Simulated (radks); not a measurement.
Neutral sulfur inside a hard spherical wall (all orbitals vanish at R), configuration held at [Ne] 3s2 3p4 and not refilled when levels cross. Method: scalar-relativistic Kohn-Sham, r2SCAN, spin-unpolarised, spherical densities, finite nucleus; meta-GGA in the generalised Kohn-Sham scheme; Fermi nuclear charge, rms radius 3.2611 fm; computed with a radial shooting solver on a logarithmic mesh with Libxc functionals. Eigenvalues in eV, with the zero of energy where the potential of the charges vanishes at infinity; a dash marks a level that is unbound or too diffuse for the functional's potential to be trusted. A positive occupied level is held by the wall or, in an anion where self-interaction has pushed it up, behind a barrier. The pressure on the wall is -dE/dV.

| R (bohr) | E (hartree) | kinetic (hartree) | e(2s) | e(2p) | e(3s) | e(3p) | e(4s, empty) | e(4p, empty) | pressure (GPa) |
|---|---|---|---|---|---|---|---|---|---|
| free | -399.17696 | 400.708 | -216.60 | -159.31 | -17.970 | -7.220 | - | - | 0 |
| 20 | -399.17696 | 400.708 | -216.60 | -159.31 | -17.970 | -7.220 | - | - | < 0.0001 |
| 12 | -399.17696 | 400.708 | -216.60 | -159.31 | -17.970 | -7.220 | 0.515 | 1.657 | < 0.0001 |
| 10 | -399.17694 | 400.709 | -216.60 | -159.31 | -17.968 | -7.218 | 0.944 | 2.521 | 0.000848 |
| 5 | -399.13463 | 400.990 | -214.98 | -157.68 | -16.871 | -6.016 | 10.489 | 16.296 | 6.15 |
| 3.5 | -398.70741 | 402.988 | -207.45 | -150.08 | -11.792 | 0.006 | 36.191 | 45.348 | 152 |
| 1.5 | -377.20987 | 458.546 | -125.86 | -66.012 | 117.05 | 134.90 | 452.83 | 441.94 | 55600 |
